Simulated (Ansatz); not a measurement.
CH₇AlN₂Sn. Total charge 0; spin multiplicity 1. Correlated methods include outer-core shells of Sn, which these sets cover unevenly. Sn: def2 effective core potential. The bonds changed during the relaxation, so this is another structure than the one it started from.

Z-matrix (Å, degrees):
```
Sn
Al 1 2.807
N 1 2.226 2 79.4
H 1 1.730 2 137.6 3 -86.8
H 1 1.733 2 121.1 3 95.2
N 2 1.952 1 79.7 3 -30.0
H 2 1.591 1 107.0 3 77.8
H 2 1.585 1 114.6 3 -139.1
C 3 1.301 1 110.9 2 8.1
H 3 1.012 1 122.9 2 -133.6
H 6 1.021 2 99.9 1 -57.4
H 9 1.093 3 120.0 1 -139.2
```

Task: Give the diagnostics of a CCSD(T)/def2-TZVPP run (frozen core, Ansatz). (Estimate.)

Result: Computed: T1 = 0.0162, largest single amplitude 0.024, largest double 0.025, (T) share of the correlation energy 3.9 %, 10 CCSD cycles. The RHF solution is stable towards an unrestricted one. T1 lies under the customary mark of 0.02 for closed shells.
